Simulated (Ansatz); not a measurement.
`C=C[SiH](F)Br` + `N[SiH3]` → `F[SiH](Br)N[SiH3]` + `C=C`  (ligand exchange at the Si–C bond)

Computed with Ansatz on PBE0-D4/def2-TZVP structures; ΔE is electronic, products minus reactants. CBS: MP2 limit from def2 TZ/QZ plus the TZ coupled-cluster correction, frozen cores. This one scheme is used for every species. Functionals use def2-TZVPP. For Br outer-core shells are correlated without core-valence functions, which leaves a few kJ/mol of doubt a bond. Scalar relativity is left out up to krypton. One conformer a species, not always the lowest.

`C=C[SiH](F)Br`:

Cartesian coordinates in Å:
```
C -1.101 -1.109 0.191
C 0.156 -0.741 -0.044
Si 0.631 1.033 0.019
F 1.759 1.279 1.116
Br 1.479 1.678 -1.917
H -1.418 -2.147 0.149
H -1.874 -0.385 0.435
H 0.897 -1.497 -0.291
H -0.530 1.888 0.342
```

`N[SiH3]`:

Z-matrix (Å, degrees):
```
Si
N 1 1.720
H 1 1.486 2 107.9
H 1 1.494 2 116.0 3 -120.3
H 1 1.486 2 107.9 3 119.4
H 2 1.007 1 119.6 3 -168.6
H 2 1.007 1 119.6 3 49.2
```

`F[SiH](Br)N[SiH3]`:

Cartesian coordinates in Å:
```
F 2.228 1.083 0.689
Si 0.655 0.972 0.903
Br 0.341 1.119 3.084
N 0.020 -0.494 0.339
Si -0.693 -0.819 -1.211
H 0.036 2.108 0.203
H 0.101 -1.280 0.971
H 0.102 -1.815 -1.976
H -2.073 -1.345 -1.059
H -0.717 0.471 -1.942
```

`C=C`:

Cartesian coordinates in Å:
```
C -0.066 -0.577 -0.317
C 0.066 0.577 0.317
H 0.742 -1.298 -0.361
H -0.989 -0.849 -0.819
H -0.743 1.298 0.361
H 0.989 0.849 0.819
```

```tsv
level	ΔE (kcal/mol)
ωB97M-V	-17.3
PBE0	-15.8
MP2/def2-QZVPP	-17.5
SCS-MP2/def2-QZVPP	-17.7
```

(1) What does CCSD(T)/CBS give? (Best estimate.)

Largest T1 diagnostic among the species: 0.011.

## Answers

(1) Ansatz gave: -17.5 kcal/mol. The listed levels differ from it by 0.2, 1.7, 0.0, -0.2 kcal/mol.

From PBE to PBE0 (25 % exact exchange), in def2-TZVPP and without D4, ΔE moves by −0.9 kcal/mol. In def2-TZVPP, CCSD(T) changes the Hartree–Fock value by +1.0 kcal/mol (the triples alone add +0.2 kcal/mol) and MP2 by +1.1 kcal/mol.
